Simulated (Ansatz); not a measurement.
C5H8O2 can be A, `CC(=O)CC(C)=O`, or B, `CC1CCC(=O)O1`.

Computed with Ansatz on PBE0-D4/def2-TZVP structures; ΔE is electronic, products minus reactants. CBS: MP2 limit from def2 TZ/QZ plus the TZ coupled-cluster correction, frozen cores. Functionals use def2-TZVPP. B3LYP here is the variant with VWN-RPA as its local correlation; programs differ in this. Each species was taken in one conformer, which may not be the lowest.

(1) Which is lower in electronic energy at CCSD(T)/CBS, and by how much? (Best estimate.)

(2) Give E(B) − E(A) in kcal/mol with B3LYP-D4, PBE-D4, CCSD/def2-TZVPP, BLYP-D4, ωB97M-V, CCSD(T)/def2-TZVPP, r2SCAN-D4. (Best estimate.)

(3) Does the order hold for the free energy at 298.15 K (harmonic terms from PBE0-D4)? (Estimate.)

Largest T1 diagnostic: 0.015.

Results:

(1) Ansatz gave: B, by 12.4 kcal/mol.

(2) Computed: B3LYP-D4 -9.3, PBE-D4 -11.5, CCSD/def2-TZVPP -12.6, BLYP-D4 -6.2, ωB97M-V -12.8, CCSD(T)/def2-TZVPP -12.5, r2SCAN-D4 -12.2. None reverses the order clearly.

(3) Computed: Yes: G(B) − G(A) = -8.0 kcal/mol, for one conformer each. Modes under 60 cm⁻¹, often nearly free rotors, make the harmonic entropy too high.

From PBE to PBE0 (25 % exact exchange), in def2-TZVPP and without D4, E(B) − E(A) moves by −3.3 kcal/mol. Leaving LDA and LC-ωPBE aside and taking each functional with its dispersion term where it has one, the values, not all of them listed here, spread over 10.0 kcal/mol, from PBE-QIDH to BLYP-D4. LDA lies −8.2 kcal/mol from PBE without D4.
